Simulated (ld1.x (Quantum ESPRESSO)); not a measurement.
## bismuth: excitation energies, all-electron against TM

bismuth (Bi), norm-conserving Troullier–Martins (Kleinman–Bylander form), made with ld1.x (Quantum ESPRESSO) 7.5 (LDA (PZ), fully relativistic). Core [Xe] 4f14, reference 5d10 6s1 6p4. Waves: 6p (bound): rc 2.25 bohr; 5d (bound): rc 1.35 bohr; 6s (bound): rc 1.75 bohr. Local part: the s channel. Core correction: none.

Open shells are filled in proportion to 2j + 1 (rel_dist='average').

Energies are relative to the spin-unpolarised reference configuration 5d10 6s1 6p4; without spin polarisation the order of configurations can differ from experiment.

```json
{"valence configuration": "5d10 6s2 6p3", "charge": "0", "ΔE all-electron (eV)": "-9.942", "error AE − PS (meV)": "-1.3"}
{"valence configuration": "5d10 6s2 6p2", "charge": "+1", "ΔE all-electron (eV)": "-1.637", "error AE − PS (meV)": "-4.8"}
{"valence configuration": "5d10 6s2 6p1", "charge": "+2", "ΔE all-electron (eV)": "14.109", "error AE − PS (meV)": "-5.8"}
{"valence configuration": "5d10 6s2 6p3.3", "charge": "-0.3", "ΔE all-electron (eV)": "-11.137", "error AE − PS (meV)": "-0.1"}
{"valence configuration": "5d9 6s2 6p3", "charge": "+1", "ΔE all-electron (eV)": "23.369", "error AE − PS (meV)": "-94"}
```

Problem. What are ΔE and the potential's error for 5d10 6s2 6p0?

Solution. ΔE = 38.043 eV all-electron; the error (AE − PS) is -5.4 meV.

Problem. What are ΔE and the potential's error for 5d9 6s2 6p4?

Solution. ΔE = 13.876 eV all-electron; the error (AE − PS) is -133 meV.
